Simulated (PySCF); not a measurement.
Trends in electronic spectra. Method used: TDDFT wB97X-D/def2-SVPD, vertical, gas phase, core orbitals frozen in the response (PySCF). Geometries: PBE0-D3(BJ)/def2-SVP; one conformer of each isolated species. Triplets are in the Tamm–Dancoff approximation. Relativistic effects are left out although some hold elements past zinc. Ions are computed without counter-ions or solvent.

Question: Rank by computed lowest singlet excitation energy, lowest first.
A. `C[S+](C)CO[SiH3]`
B. `C=NC1=CC=C(B(O)O)S1`
C. `[O]=[Cr-](=[O])(=[O])[OH]`
D. `[CH3][Al]([CH3])[CH3]`
E. `[NH+]#CC1=CC=CC1`
F. `CCC(=[Se])CC(F)(F)F`

Answer: F (2.12 eV), C (3.46 eV), B (4.20 eV), E (4.33 eV), D (5.87 eV), A (7.13 eV).

```json
{"SMILES": "CCC(=[Se])CC(F)(F)F", "S1 (eV)": "2.12", "LUMO (eV)": "-0.90", "HOMO (eV)": "-8.24", "gap (eV)": "7.34", "f (S1)": "0.000", "α (au)": "91.4", "S1 mainly": "H→L (99%)"}
{"SMILES": "[O]=[Cr-](=[O])(=[O])[OH]", "S1 (eV)": "3.46", "LUMO (eV)": "4.35", "HOMO (eV)": "-4.93", "gap (eV)": "9.28", "f (S1)": "0.001", "α (au)": "54.1", "S1 mainly": "H→L (82%)"}
{"SMILES": "C=Nc1ccc(B(O)O)s1", "S1 (eV)": "4.20", "LUMO (eV)": "-0.17", "HOMO (eV)": "-8.20", "gap (eV)": "8.03", "f (S1)": "0.056", "α (au)": "112.4", "S1 mainly": "H-2→L (74%)"}
{"SMILES": "[NH+]#CC1=CC=CC1", "S1 (eV)": "4.33", "LUMO (eV)": "-5.49", "HOMO (eV)": "-13.64", "gap (eV)": "8.15", "f (S1)": "0.291", "α (au)": "74.8", "S1 mainly": "H→L (96%)"}
{"SMILES": "[CH3][Al]([CH3])[CH3]", "S1 (eV)": "5.87", "LUMO (eV)": "1.29", "HOMO (eV)": "-9.46", "gap (eV)": "10.75", "f (S1)": "0.000", "α (au)": "64.9", "S1 mainly": "H-1/H→L+1 (98%)"}
{"SMILES": "C[S+](C)CO[SiH3]", "S1 (eV)": "7.13", "LUMO (eV)": "-2.92", "HOMO (eV)": "-14.50", "gap (eV)": "11.59", "f (S1)": "0.084", "α (au)": "83.4", "S1 mainly": "H→L (74%)"}
```

H and L stand for HOMO and LUMO. A slash joins orbitals within 0.01 eV of each other, whose weights are summed (≥ marks a lower bound).
